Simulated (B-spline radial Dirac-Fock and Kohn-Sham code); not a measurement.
# Elastic and transport cross sections of mercury for positrons

The computed values come from a radial atomic solver: relativistic (Dirac) partial waves in the static field of the Dirac-Fock atom, without polarisation or absorption potentials. Below a few hundred eV the neglected polarisation potential matters, most of all at small angles. σ_tr1 and σ_tr2 weight the cross section with 1 − P₁ and 1 − P₂ of cos θ; "backward" is the share scattered beyond 90°.

```
energy (eV)  σ (a₀²)  σ_tr1 (a₀²)  σ_tr2 (a₀²)  σ/σ_tr1  backward (%)
        142     16.1         3.71         6.15     4.34           6.9
        488     10.8         1.57         2.79     6.86           3.9
        980     8.33        0.883         1.64     9.43           2.6
       1290     7.47        0.693         1.30     10.8           2.2
       1370        ?            ?            ?        ?             ?
       1640     6.77        0.558         1.06     12.1           1.9
       2380     5.76        0.394        0.761     14.6           1.5
       2820     5.33        0.335        0.652     15.9           1.4
       5230     3.96        0.178        0.361     22.3          0.87
       9630     2.89       0.0887        0.189     32.5          0.52
      14400     2.32       0.0541        0.118     42.8          0.36
      18100     2.04       0.0404       0.0898     50.5          0.29
      30200     1.52       0.0203       0.0468     74.7          0.17
      44300     1.21       0.0118       0.0280      102          0.11
      89600    0.797      0.00417       0.0103      191         0.047
     133000    0.638      0.00228      0.00578      280         0.027
```

Q: Fill in the row for 1.37 keV.

A: σ = 7.29 a₀², σ_tr1 = 0.657 a₀², σ_tr2 = 1.24 a₀², σ/σ_tr1 = 11.1, backward 2.1 %. The ratio σ/σ_tr1 is roughly the number of elastic collisions that randomise the direction.
